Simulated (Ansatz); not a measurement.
Diborane 1,1-di F (B2H4F2). Total charge 0; triplet. Geometry PBE-D4/def2-TZVP, that of the neutral singlet; atoms count from 1.

```xyz
8

B     0.318   -0.624    0.528
F     0.806   -1.764    0.022
F     0.325   -0.455    1.857
H     0.882    0.490   -0.119
B    -0.324    0.636   -0.538
H    -0.746    1.632   -0.032
H    -0.306    0.433   -1.715
H    -0.955   -0.348   -0.003
```

At PBE0-D4/def2-TZVP a singlet of charge 0 lies 8.13 eV below the triplet at the same geometry.

(1) Estimate the Mulliken populations from the PBE0/def2-TZVP orbitals of Ansatz.

(2) Where does the spin sit?

(3) And the Mayer bond orders between heavy atoms (over 0.3)?

## Answers

(1) 
```
atom  charge (e)  spin (α − β)
  B1        0.24          0.46
  F2       -0.25          0.07
  F3       -0.25          0.07
  H4        0.22          0.00
  B5       -0.59          0.93
  H6        0.21          0.25
  H7        0.21          0.25
  H8        0.22          0.00
```
Mulliken values depend strongly on the basis.

(2) Summed by element: B 1.38, F 0.14, H 0.48, of 2 unpaired in all. Largest on single atoms: B5 0.93, B1 0.46, H7 0.25.

(3) B1–F2 1.10 (1.34 Å); B1–F3 1.10 (1.34 Å); B1–B5 0.55 (1.77 Å).
